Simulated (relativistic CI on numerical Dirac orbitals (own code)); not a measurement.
d8 in a ligand field

Computed with a parametric ligand-field model of a d^n configuration (Racah B and C, spin-orbit zeta, crystal field), exact diagonalisation.

Field parameters in Wybourne normalisation: Oh B⁴₀ = 21Dq, B⁴₄ = √(5/14) B⁴₀. The field is a parameter set, without covalency.

B = 460 cm⁻¹, C = 1780 cm⁻¹ (C/B = 3.87), Oh, no spin-orbit coupling. Tanabe-Sugano data, E/B above the lowest term (Δ = |10Dq|; b, c mark the second and third term of a kind):

```csv
Δ/B,3A2,3T2,3T1,1E,1T2,1A1
1.0,0.00,1.00,1.79,13.46,14.13,20.51
3.0,0.00,3.00,5.29,14.31,16.74,21.86
5.0,0.00,5.00,8.68,14.74,19.16,22.99
7.0,0.00,7.00,11.92,14.98,21.45,23.94
9.0,0.00,9.00,15.00,15.13,23.66,24.73
11.0,0.00,11.00,17.92,15.23,25.81,25.39
13.0,0.00,13.00,20.68,15.30,27.93,25.95
15.0,0.00,15.00,23.29,15.36,30.02,26.43
17.0,0.00,17.00,25.79,15.40,32.10,26.83
19.0,0.00,19.00,28.19,15.43,34.16,27.19
21.0,0.00,21.00,30.51,15.46,36.21,27.49
23.0,0.00,23.00,32.78,15.49,38.25,27.76
25.0,0.00,25.00,35.00,15.50,40.29,28.00
27.0,0.00,27.00,37.18,15.52,42.32,28.20
29.0,0.00,29.00,39.34,15.54,44.34,28.39
31.0,0.00,31.00,41.47,15.55,46.37,28.56
33.0,0.00,33.00,43.58,15.56,48.39,28.71
35.0,0.00,35.00,45.68,15.57,50.41,28.85
37.0,0.00,37.00,47.77,15.58,52.43,28.97
39.0,0.00,39.00,49.84,15.59,54.44,29.08
41.0,0.00,41.00,51.91,15.59,56.46,29.19
43.0,0.00,43.00,53.97,15.60,58.47,29.28
45.0,0.00,45.00,56.03,15.61,60.48,29.37
47.0,0.00,47.00,58.08,15.61,62.49,29.45
```

The ground term stays 3A2.
